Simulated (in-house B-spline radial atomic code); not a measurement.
A fraction x of an electron is removed from 5p in the holmium ion Ho³⁺, starting from [Xe] 4f10 and keeping the highest spin. Level of theory: scalar-relativistic (X2C) LDA VWN5, spin-polarised, spherical fractional occupations, Fermi nucleus of rms radius 5.2022 fm; calculated with an all-electron radial atomic-structure program (B-spline basis).

```csv
x,E(x) - E(0) (eV),5p down level (eV)
0,0.0000,-54.118
0.12,6.5928,-55.764
0.14,7.7108,-56.039
0.28,15.6914,-57.972
0.42,?,?
0.5,28.7812,-61.031
0.56,32.4682,-61.870
0.67,39.3587,-63.413
0.82,?,?
0.95,57.6672,-67.368
```

Task: What belongs in the row x = 0.42?

Result: An energy change of 23.9434 eV; 5p down at -59.915 eV.

Task: What belongs in the row x = 0.82?

Result: An energy change of 49.0291 eV; 5p down at -65.527 eV.

Task: Check Janak's theorem between x = 0.12 and 0.14.

Result: The slope of the energy is 55.90 eV; the orbital levels give 55.90 eV (-ε of the emptying orbital, averaged over the two points).
